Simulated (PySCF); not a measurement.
B(Cl)(OH)(SH) (BClH2OS), SMILES B(S)(O)Cl. Geometry optimised at B3LYP-D3(BJ)/def2-SVP. Other conformers were not sampled.

Computed equilibrium geometry at B3LYP-D3(BJ)/def2-SVP (PySCF confirms it by a frequency run) as Cartesian coordinates in Å, and its point group (one conformer of several):
point group Cs.
```xyz
6

B      0.3719     0.0088     0.0000
Cl    -0.5587     1.5302     0.0000
O      1.7212     0.0208     0.0000
H      2.0992     0.9106     0.0000
S     -0.5489    -1.5498     0.0000
H      0.5517    -2.3379     0.0000
```
